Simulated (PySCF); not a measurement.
# NMR data sheet: C$_{5}$H$_{6}$F$_{4}$O

```
Formula                               : C5H6F4O
SMILES                                : C/C(=C/CF)OC(F)(F)F
InChI                                 : InChI=1S/C5H6F4O/c1-4(2-3-6)10-5(7,8)9/h2H,3H2,1H3/b4-2-
Point group of the computed structure : C1
Degrees of unsaturation               : 1
Carbon signals                        : 5
Proton signals                        : 3
```

Mapped SMILES: `[CH3:1]/[C:2](=[CH:3]/[CH2:4][F:5])[O:6][C:7]([F:8])([F:9])[F:10]` (H(Xn): hydrogen on atom n).

PySCF 2.14.0 with density-fitted response routines calculation with geometry from GFN2-xTB and σ from GIAO-PBE0/pcSseg-1; isolated molecule, a single conformation, no relativistic terms, fast rotation and ring inversion assumed for equivalent nuclei.

δ = σ(ref) − σ, references computed at the same level: TMS for ¹H (σ = 31.72 ppm) and ¹³C (σ = 186.93 ppm); ¹⁹F (σ = 170.95 ppm) against CFCl3; ¹⁷O (σ = 336.08 ppm) vs H2O.

| carbon | δC, type | δH (multiplicity) | HMBC from (2–3 bonds) | span of the C tensor (ppm) |
| --- | --- | --- | --- | --- |
| C1 | 20.8, CH3 | 2.25 (s) | H(C3) | 34 |
| C2 | 152.2, C | – | H(C3), H(C4), H(C1) | 153 |
| C3 | 123.7, CH | 5.61 (m) | H(C4), H(C1) | 159 |
| C4 | 82.5, CH2 | 5.60 (m) | H(C3) | 85 |
| C7 | 129.5, C | – | – | 14 |

Other nuclei:
```
    atoms  nucleus                environment  δ (ppm)  σ (ppm)
F8/F9/F10      ¹⁹F  fluorine of an OCF3 group    -66.1    237.1
       F5      ¹⁹F  fluorine on an sp3 carbon   -260.6    431.5
       O6      ¹⁷O               ether oxygen    170.5    165.6
```

- Carbon types of the structure: 2 × C, 1 × CH, 1 × CH2, 1 × CH3, which accounts for all hydrogens.
- δC 152.2: alkene carbon bearing oxygen; an sp2 carbon further deshielded by the attached heteroatom.
- δC 129.5: CF3 carbon; 4 electronegative neighbours deshield it.
- δC 123.7: β carbon of an enol-ether or enamine type C=C.
- δC 82.5: allylic sp3 CH2 bonded to F; deshielded by the electronegative neighbour.
- δH 5.61: hydrogen on a β carbon of an enol-ether or enamine type C=C; a vinylic proton, deshielded by the sp2 carbon and the C=C anisotropy.

Splittings by ¹⁹F in the carbon and heteronuclear signals aren't shown, as no couplings were computed. Shifts are as computed. Against solution values, carbons near 30 ppm lie about +3 ppm off and those near 130 ppm about +5 ppm. Of 1211 compounds with measured shifts, 218 miss one by over three times the rms of a fit or turn the order of signals round; such compounds aren't used in these exercises. Unscaled 19F shifts against computed CFCl3 carry errors that often reach 10 to 50 ppm. Experimental scales use liquid or dissolved standards, which lie at an offset from isolated H2O (liquid H2O: subtract about 36 ppm). No couplings were computed; multiplicities are counted from neighbouring protons, with m where these are inequivalent, close in shift, in a saturated or five-membered ring or joined by F or P, and br s for small geminal =CH2 splittings.
